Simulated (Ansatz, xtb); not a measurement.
**Ranking isomers of C3H3ClN2S**

3 gas-phase structures of C3H3ClN2S, from a drawn sample of its isomers (lower ones may exist). Each was relaxed with GFN2-xTB:

A. `Sn1cnc(Cl)c1`, a singlet
B. `Sn1cncc1Cl`, a singlet
C. `Sn1ccnc1Cl`, a singlet

Which do you expect lowest at r2SCAN-D4/def2-SVP, and how would the others follow?

Calculated order at r2SCAN-D4/def2-SVP: A (0.0), C (4.1), B (5.9) kcal/mol.

Energies above the lowest of each column, in kcal/mol; the last columns are at B3LYP-D3(BJ)/def2-SVP geometries:

```
structure  GFN2-xTB  HF/STO-3G  r2SCAN-D4/def2-SVP  B3LYP-D3(BJ)/def2-SVP  CCSD(T)/def2-SVP + ΔMP2/def2-TZVPP
        A       0.7        0.0                 0.0                    0.0                                 0.0
        C       0.0        5.2                 4.1                    0.4                                 1.2
        B       1.4        5.5                 5.9                    1.6                                 2.0
```

CCSD(T)/def2-SVP + ΔMP2/def2-TZVPP puts A lowest; GFN2-xTB picks C. Flexible structures stand in one conformer each, not always the lowest. Frequencies (GFN2-xTB) were run for A, B alone. ΔMP2 is the change of the MP2 energy from the smaller to the larger basis.

Programs: Ansatz 0.2.0, xtb 6.7.1.
